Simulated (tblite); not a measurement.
Compound: C6H10ClO (charge +1).
SMILES with atom numbers: `[CH:1]#[C:2][C@@H:3]([Cl:4])[CH2:5][O+:6]([CH3:7])[CH3:8]` (hydrogens: H9 on C1; H10 on C3; H11, H12 on C5; H13, H14, H15 on C7; H16, H17, H18 on C8)
Bond orders are those of one Lewis drawing.

Computed with GFN2-xTB (tblite), gas phase: L-BFGS steps from a force-field or distance-geometry start until the largest atomic force falls under 0.01 eV/Å.

Step 0: E = -707.8646 eV
```
atom  x, y, z in Å  |  force x, y, z in eV/Å
C1      2.7325    1.1183    0.9937   -0.288  -0.447  -0.399
C2      2.1945    0.3556    0.2264    0.456   0.655   0.484
C3      1.5874   -0.6010   -0.6952   -0.206   1.041   0.310
Cl4     1.5782   -2.2006    0.0592   -0.148  -0.809   0.363
C5      0.1529   -0.1815   -1.0846    0.283  -0.017  -1.366
O6     -0.7284   -0.1356    0.0396    0.853  -0.226   1.083
C7     -1.7810   -1.0812    0.0119   -0.998  -0.318   0.299
C8     -1.1376    1.1737    0.4256   -0.911   0.386   0.129
H9      3.2246    1.7850    1.6670   -0.309  -0.382  -0.390
H10     2.1864   -0.6793   -1.5983    0.122   0.080  -0.240
H11    -0.2395   -0.8818   -1.8441    0.104   0.027   0.333
H12     0.1766    0.7993   -1.5810    0.099  -0.007   0.166
H13    -2.2910   -1.1044    0.9971    0.307   0.119  -0.477
H14    -2.5033   -0.8259   -0.7648   -0.194  -0.013  -0.034
H15    -1.3961   -2.0794   -0.1758    0.248  -0.040   0.010
H16    -1.6458    1.1307    1.4070    0.239  -0.097  -0.417
H17    -1.8339    1.5823   -0.3191    0.005   0.059   0.127
H18    -0.2851    1.8321    0.5171    0.338  -0.011   0.019
```

Q: Estimate the geometry and energy of step 1. (The exact step hangs on the optimiser's Hessian estimate; all steps are aligned on step 0, rigid shifts and turns removed.)

A: E = -707.9441 eV, largest force 1.922 eV/Å
```
atom  x, y, z in Å  |  force x, y, z in eV/Å
C1      2.7284    1.1119    0.9880    0.858   1.191   1.241
C2      2.2010    0.3650    0.2333   -0.820  -1.059  -1.234
C3      1.5845   -0.5861   -0.6908    0.055   0.577   0.052
Cl4     1.5761   -2.2121    0.0644   -0.154  -0.376   0.195
C5      0.1569   -0.1818   -1.1042    0.221   0.095  -0.243
O6     -0.7162   -0.1388    0.0550    0.325  -0.220   0.569
C7     -1.7953   -1.0857    0.0161   -0.114  -0.142  -0.061
C8     -1.1507    1.1793    0.4275    0.010   0.185  -0.023
H9      3.2202    1.7796    1.6614   -0.297  -0.383  -0.385
H10     2.1881   -0.6781   -1.6018    0.011   0.115   0.050
H11    -0.2380   -0.8814   -1.8393   -0.011  -0.215   0.039
H12     0.1780    0.7992   -1.5786    0.064   0.194   0.005
H13    -2.2866   -1.1027    0.9903    0.029   0.079  -0.051
H14    -2.5061   -0.8261   -0.7653   -0.205   0.027  -0.057
H15    -1.3925   -2.0800   -0.1757    0.131   0.027   0.032
H16    -1.6424    1.1293    1.4011    0.020  -0.069  -0.084
H17    -1.8339    1.5831   -0.3173   -0.158   0.100  -0.049
H18    -0.2802    1.8319    0.5174    0.035  -0.126   0.004
```

The energy changes by -0.0795 eV. The first-order estimate −F·Δx gives -0.1554 eV and the mean of the old and new forces, exact on a quadratic surface, -0.0789 eV. The step makes an angle of 0° with the force vector and moves no atom by more than 0.020 Å.

The cost below is that of the whole relaxation. Hardware: an Intel Xeon Platinum 8375C at 2.90 GHz with one thread, no GPU, shared host with 96 logical CPUs at a one-minute load of 41. Cost: 0.35 s wall.
